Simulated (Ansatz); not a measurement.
Cartesian coordinates in Å:
```
N -0.691 1.957 0.519
Si 0.383 0.627 0.648
N 0.287 -0.376 -0.753
Al 0.048 -2.122 -0.923
F -0.172 -3.035 0.431
H -0.430 2.850 0.904
H -1.691 1.835 0.512
H 1.719 1.262 0.824
H 0.127 -0.301 1.784
H 0.396 0.135 -1.621
H 0.024 -2.830 -2.325
```

The species carries charge 0 and has multiplicity 1.

(1) List the r2SCAN/def2-TZVPP orbital energies in eV (Ansatz 0.2.0). (An estimate is asked.)

Results:

(1) Computed: Occupied: -1791.12, -1517.15, -665.10, -384.74, -384.70, -141.47, -110.67, -96.34, -96.33, -96.32, -71.02, -70.82, -70.77, -29.83, -22.28, -21.50, -13.59, -12.58, -11.90, -11.06, -9.99, -9.85, -9.75, -9.57, -8.46, -8.12, -6.97, -6.35. Lowest empty: -0.73, -0.32, 0.59, 0.80, 1.64, 2.29, 2.37, 2.52.
